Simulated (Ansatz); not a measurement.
`CC([SiH3])[SiH2]F` + `CBO` → `CBO[SiH2]F` + `CC[SiH3]`  (ligand exchange at the Si–C bond)

Gas-phase electronic energies from Ansatz, PBE0-D4/def2-TZVP geometries. CCSD(T)/CBS adds triple-zeta CCSD(T) − MP2 to the extrapolated MP2 energy (def2 sets, frozen cores). DFT in def2-TZVPP. Each species was taken in one conformer, which may not be the lowest.

`CC([SiH3])[SiH2]F`:

Cartesian coordinates in Å:
```
C 0.447 0.712 -1.329
C 0.291 -0.312 -0.194
Si -1.483 -0.926 -0.075
Si 0.900 0.356 1.429
F 2.427 0.826 1.271
H -0.154 1.606 -1.141
H 0.124 0.299 -2.289
H 1.485 1.033 -1.441
H 0.899 -1.203 -0.405
H -2.396 0.207 0.237
H -1.625 -1.959 0.987
H -1.893 -1.514 -1.379
H 0.118 1.552 1.835
H 0.861 -0.676 2.494
```

`CBO`:

Cartesian coordinates in Å:
```
C -0.384 -0.882 -0.296
B 0.157 0.421 0.367
O 0.707 1.386 -0.411
H -0.264 -0.897 -1.381
H -1.446 -1.014 -0.057
H 0.120 -1.758 0.127
H 0.101 0.598 1.560
H 1.010 2.147 0.090
```

`CBO[SiH2]F`:

Z-matrix (Å, degrees):
```
C
B 1 1.556
H 1 1.096 2 110.0
H 1 1.096 2 109.7 3 -115.1
H 1 1.091 2 113.8 3 122.6
O 2 1.363 1 120.6 3 -123.2
H 2 1.207 1 121.5 3 56.6
Si 6 1.637 2 131.8 1 -177.5
F 8 1.591 6 108.3 2 101.6
H 8 1.479 6 110.8 2 -16.6
H 8 1.475 6 108.1 2 -141.8
```

`CC[SiH3]`:

Cartesian coordinates in Å:
```
C 1.048 0.649 0.706
C 0.168 -0.561 0.407
Si -1.103 -0.245 -0.937
H 1.776 0.433 1.492
H 0.451 1.503 1.038
H 1.605 0.966 -0.179
H -0.363 -0.881 1.310
H 0.783 -1.415 0.100
H -0.428 0.136 -2.209
H -2.007 0.871 -0.543
H -1.930 -1.457 -1.186
```

```tsv
level	ΔE (kJ/mol)
PBE-D4	-82.6
PBE0-D4	-88.1
ωB97X-V	-95.9
B2PLYP	-104.4
r2SCAN	-96.7
CCSD/def2-TZVPP	-101.3
CCSD(T)/def2-TZVPP	-97.2
MP2/CBS(def2)	-96.8
```

(1) What does CCSD(T)/CBS give? (Estimate.)

Largest T1 diagnostic among the species: 0.012.

## Answers

(1) The calculation gave: -97.3 kJ/mol. The listed levels differ from it by 14.7, 9.2, 1.4, -7.1, 0.6, -4.0, 0.1, 0.5 kJ/mol.

In def2-TZVPP, CCSD(T) changes the Hartree–Fock value by +28.4 kJ/mol (the triples alone add +4.1 kJ/mol) and MP2 by +28.9 kJ/mol. The D4 term adds +7.3 kJ/mol with B3LYP and +4.0 kJ/mol with PBE0; it sums over pairs of atoms, weighted by their polarisabilities, and B3LYP, whose exchange is more repulsive, gets the larger term. From PBE to PBE0 (25 % exact exchange), in def2-TZVPP and without D4, ΔE moves by −5.0 kJ/mol.

B3LYP here is the variant with VWN-RPA as its local correlation; programs differ in this.
